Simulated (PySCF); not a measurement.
Coordinates in bohr (charge 0 multiplicity 3):
```
Ni    0.0000    0.0000   -0.0407
H     2.6455    0.0000    1.1694
H    -2.6455    0.0000    1.1694
```

Level of theory: PySCF, UPBE0, basis Ni def2-TZVP, H def2-TZVP (no relativity, density fitting).

This geometry of NiH₂ is a stationary point at this level.

Question: What is the point group?

Answer: C2v.

Question: Is it a minimum?

Answer: Yes: all harmonic wavenumbers are real.

Question: What are the dipole moment and the gap between the highest occupied and lowest empty levels of either spin?

Answer: 1.99 D and 4.07 eV.

Question: Give the atomic charges and bond orders.

Answer: 
```
atom  Mulliken  Löwdin  polar tensor  spin (Mulliken)  Mayer order to Ni1
 Ni1      0.30    0.32          0.67             1.68                   –
H2,3     -0.15   -0.16         -0.34             0.16                0.93
```

Other isomers or separated fragments may lie lower. Open d and f shells are described by one determinant, and the ground state may have another occupation or spin.
